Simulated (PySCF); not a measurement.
How methods differ on the ionisation energy of O⁺

O⁺ [He] 2s2 2p3 (4S) → O²⁺ [He] 2s2 2p2 (3P), as a difference of total energies. Computed with PySCF 2.14 in aug-cc-pVDZ-DK (4s3p2d, 23 functions), with scalar relativity by spin-free X2C-1e. Correlated levels: valence: 1s2 frozen. The calculations carry no spin-orbit coupling.

| method | ionisation energy (eV) |
| --- | --- |
| UHF | 34.549 |
| B3LYP | 35.332 |
| LDA | 35.603 |
| MP2 (valence) | 34.982 |
| SCS-MP2 (valence) | 34.784 |
| CCSD (valence) | 34.800 |
| CCSD(T) (valence) | 34.804 |

Q: How much does correlation contribute at CCSD(T) (valence)?

A: 34.804 − (34.549) = 0.255 eV, measured against UHF.

Errors of the correlated levels include the incompleteness of this basis and the frozen core.

For comparison: 35.121 eV (measured; NIST Atomic Spectra Database, ionization energies).
